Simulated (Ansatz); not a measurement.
Basis-set extrapolation for `C[SiH]1C=CO1` (PBE0-D4/def2-TZVP geometry, frozen core, Ansatz). Multiplicity 1, RHF reference.

```tsv
	def2-TZVPP	def2-QZVPP
HF	-480.980982	-480.999058
MP2 correlation	-0.841727	-0.900835
CCSD(T) correlation	-0.915587	not run
```

Energies in hartree. Use E(X) = E(∞) + A·exp(−7.88·√X) for Hartree–Fock and E(X) = E(∞) + B·X^(−2.97) for correlation, with X = 3 and 4, and add CCSD(T) minus MP2 of the smaller set to the MP2 limit.

Task: What is the CCSD(T) energy at the basis-set limit?

Result: HF limit: -480.999058 + (-0.018076) × 0.13774 = -481.00155. MP2 limit: -0.900835 + (-0.059108) × 0.74074 = -0.94462. Higher-order term: -0.915587 − (-0.841727) = -0.07386. Total: -482.02003 hartree, 324.1 kJ/mol below CCSD(T)/def2-TZVPP.
